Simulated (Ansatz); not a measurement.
`ClC[SiH2][SeH]` and `ClC[SiH2]Br` differ in one atom or group.

Ansatz, PBE0-D4/def2-TZVP geometries, multiplicity 1. Each molecule was computed in one conformer, which needn't be the lowest.

Scalar relativity is left out up to krypton.

| property | `ClC[SiH2][SeH]` |
| --- | --- |
| HOMO–LUMO gap (PBE/def2-TZVPP) / eV | 5.00 |
| HOMO energy (PBE0/def2-TZVPP) / eV | -7.24 |
| HOMO–LUMO gap (ωB97M-V/def2-TZVPP) / eV | 10.96 |
| LUMO energy (B3LYP/def2-TZVPP) / eV | -0.44 |
| size of the dipole moment (B3LYP/def2-TZVPP) / D | 1.16 |
| LUMO energy (PBE0/def2-TZVPP) / eV | -0.17 |

(1) Give the same properties after the change, and the shifts. (Best estimate.)

## Answers

(1) Computed: 
| property | `ClC[SiH2]Br` | shift |
| --- | --- | --- |
| HOMO–LUMO gap (PBE/def2-TZVPP) / eV | 5.68 | 0.68 |
| HOMO energy (PBE0/def2-TZVPP) / eV | -8.22 | -0.98 |
| HOMO–LUMO gap (ωB97M-V/def2-TZVPP) / eV | 12.00 | 1.04 |
| LUMO energy (B3LYP/def2-TZVPP) / eV | -0.51 | -0.07 |
| size of the dipole moment (B3LYP/def2-TZVPP) / D | 2.20 | 1.04 |
| LUMO energy (PBE0/def2-TZVPP) / eV | -0.29 | -0.12 |

With PBE0 the HOMO falls by 0.98 eV and the LUMO falls by 0.12 eV, so the gap widens by about 0.86 eV. PBE moves the HOMO by -0.81 eV and ωB97M-V by -1.05 eV. Dipoles are sizes alone; their direction can turn.

B3LYP here is the variant with VWN-RPA as its local correlation; programs differ in this.

Spin–orbit coupling is left out; it splits and shifts lone-pair levels of the heavy atoms by tenths of an eV.
